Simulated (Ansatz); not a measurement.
Total energies of cyclo-(H2SiO)2 (Si₂O₂H₄) from Ansatz at PBE-D4/def2-TZVP, gas phase (1 Eh = 27.2114 eV = 2625.5 kJ/mol). The reference geometry is relaxed at PBE0-D4/def2-SVP.

```xyz
8

Si    0.537   -0.805   -0.718
H     0.250   -2.263   -0.710
H     1.575   -0.470   -1.728
O     0.853   -0.164    0.822
Si   -0.537    0.805    0.718
H    -0.250    2.263    0.710
H    -1.575    0.470    1.728
O    -0.853    0.164   -0.822
```

```
                 state                     geometry  energy (Eh)
      charge 0 singlet                    reference   -731.60794
      charge 1 doublet                    reference   -731.23164
      charge 1 doublet  relaxed at PBE0-D4/def2-SVP   -731.23217
free Si atom (triplet)                            –   -289.22285
 free H atom (doublet)                            –     -0.49962
 free O atom (triplet)                            –    -75.00967
```

Q: Work out the vertical ionisation energy to the doublet.

A: E(charge 1 doublet) − E(charge 0 singlet) = -731.23164 − (-731.60794) = 0.37630 Eh = 10.24 eV. For comparison, −ε of the highest occupied level is 7.25 eV at this level, 2.99 eV less.

Q: How much does the charge 1 doublet relax, and what is the adiabatic ionisation energy?

A: Relaxation: -731.23164 − (-731.23217) = 0.00053 Eh = 0.01 eV. Adiabatic ionisation energy: 0.37577 Eh = 10.23 eV, without zero-point energy. 

Q: What is the binding energy per atom against free atoms?

A: Atoms: 2 × (-289.22285) + 4 × (-0.49962) + 2 × (-75.00967) = -730.46352 Eh. Binding: -730.46352 − (-731.60794) = 1.14442 Eh = 31.14 eV, or 3.89 eV for each of 8 atoms (no zero-point energy, no counterpoise term).
